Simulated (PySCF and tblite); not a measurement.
Values are calculated unless marked as measured or tabulated.
# Barrier and rate of a rearrangement

System: C6H10OSn, numbered as in [CH3:1][O:2][C:3]1=[CH:4][C@H:5]([SnH3:6])[CH:7]=[CH:8]1.

Motion: shift of Sn6 from C5 to C7. Geometries: PBE0-D3(BJ)/def2-SVP; energies: PBE/pcSseg-1 (def2-TZVP on Sn) + D3(BJ); zero-point and thermal terms from GFN2-xTB harmonic modes (soft modes blended into free rotors). Rate constants are transition-state-theory values, counting equivalent paths, without tunnelling. Run with tblite and PySCF.

```json
{"point": "start", "symmetry": "C1", "E(GFN2) kcal/mol": "0.0", "E(DFT) kcal/mol": "0.0", "ZPE change kcal/mol": "0.00", "lowest mode cm⁻¹": "57", "dipole D": "1.17"}
{"point": "saddle", "symmetry": "C1", "E(GFN2) kcal/mol": "8.2", "E(DFT) kcal/mol": "6.9", "ZPE change kcal/mol": "-1.68", "lowest mode cm⁻¹": "228i", "dipole D": "1.19"}
{"point": "end", "symmetry": "C1", "E(GFN2) kcal/mol": "1.6", "E(DFT) kcal/mol": "2.4", "ZPE change kcal/mol": "-0.09", "lowest mode cm⁻¹": "50", "dipole D": "1.16"}
```

```
Electronic barrier                                      : 6.9 kcal/mol
Barrier with zero-point energy                          : 5.2 kcal/mol
ΔH‡ (298 K)                                             : 5.0 kcal/mol
ΔS‡ (298 K, symmetry apart)                             : -1.9 cal/(mol K)
Paths                                                   : 1 equivalent path
End point                                               : a different minimum
Mean lifetime of the start against this motion at 298 K : 2 ns
Cost                                                    : 12 min on 1 thread of Arm Neoverse V2, shared host (rough), peak memory 0.82 GiB, launched as `OMP_NUM_THREADS=1 python ens_run.py task.json out`
```

```csv
T/K,ΔG‡ kcal/mol,k s⁻¹,ΔG kcal/mol,k back s⁻¹
150,5.4,4.3×10⁴,2.3,9.4×10⁷
200,5.5,4.5×10⁶,2.3,1.4×10⁹
250,5.5,7.7×10⁷,2.3,7.7×10⁹
298,5.6,5×10⁸,2.3,2.4×10¹⁰
350,5.7,2.1×10⁹,2.3,5.7×10¹⁰
400,5.7,6.2×10⁹,2.3,1.1×10¹¹
500,5.9,2.8×10¹⁰,2.3,2.8×10¹¹
```

ΔG and ΔG‡ leave out symmetry numbers and mirror images; rates count paths: 1 out, 1 back.

Spin–orbit effects of heavy atoms on shieldings are missing.
